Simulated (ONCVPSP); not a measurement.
**Before and after: ONCV potential for Fe (Z = 26)**

ONCVPSP 4.0.1 input, shortened (lines: element, Z, core and valence counts, functional; n l f; lmax; l rc ep ncon nbas qcut; lloc lpopt rc5 dvloc0; l nproj debl; icmod fcfact rcfact), PBEsol, scalar-relativistic:

```
  Fe 26.00    3    4  -116133      upf
    1    0    2.00
    2    0    2.00
    2    1    6.00
    3    0    2.00
    3    1    6.00
    3    2    6.00
    4    0    2.00
    2
    0    1.10    0.00    4    8   12.80
    1    0.75    0.00    4    7   11.80
    2    1.90    0.00    4    8    9.30
    4    5    0.65    0.00
    0    2    3.70
    1    3    0.40
    2    2    0.30
    2    0.30    0.95
```

In the p channel the program set the typed energies aside and used -2.202, 0.250, 0.650 Ha.

Change: s: qcut 14.1; p: qcut 13; d: qcut 10.2.

Cutoffs: the cutoffs (Ha) at which the residual kinetic energy of the hardest occupied pseudo-wave falls to 1 and 0.1 mHa per electron; they do not see the model core or the augmentation charge, which bear on the density cutoff. Errors are all-electron minus pseudo energies relative to the spin-unpolarised reference configuration.

Q: What does the change do?

A: The potential gets neither clearly harder nor softer (64 Ha and 163 Ha → 68 Ha and 85 Ha); both files keep a bound ghost (p); of the 4 tests that both files solve, the error grows in 0 and shrinks in 3 by more than 15 % and 0.3 meV (median size 41.8 → 33.2 meV).

| quantity | base | changed |
| --- | --- | --- |
| cutoff, loose | 64 Ha | 68 Ha |
| cutoff, tight | 163 Ha | 85 Ha |
| loose cutoff by channel | s 52 Ha, p 64 Ha, d 31 Ha | s 57 Ha, p 68 Ha, d 34 Ha |
| bound ghosts | p | p |
| GHOST(+) flags under 300 eV | none | none |
| error for 3s2 3p6 3d6 4s1, meV [ΔE 8.75 eV] | +2.2 | +1.8 |
| error for 3s2 3p6 3d6 4s0, meV [ΔE 24.86 eV] | +12 | +11 |
| error for 3s2 3p6 3d5 4s0, meV [ΔE 59.05 eV] | +71 | +56 |
| error for 3s1 3p6 3d6 4s2, meV [ΔE 101.63 eV] | -327 | -260 |
| s: phases at 1.12 bohr within 0.05 rad from the reference energy up to (Ha; the scan ends near 5) | to the end of the scan | to the end of the scan |
| p: phases at 0.76 bohr within 0.05 rad from the reference energy up to (Ha; the scan ends near 5) | to the end of the scan | to the end of the scan |
| d: phases at 1.93 bohr within 0.05 rad from the reference energy up to (Ha; the scan ends near 5) | 4.3 | 4.0 |
| rms error of d²Exc/dni dnj with the model core, mHa | 0.67 | 0.50 |

 A true bound ghost makes a file unfit for plane-wave use even where its test errors are small: the radial tests pick states by their node count and pass the ghost by.
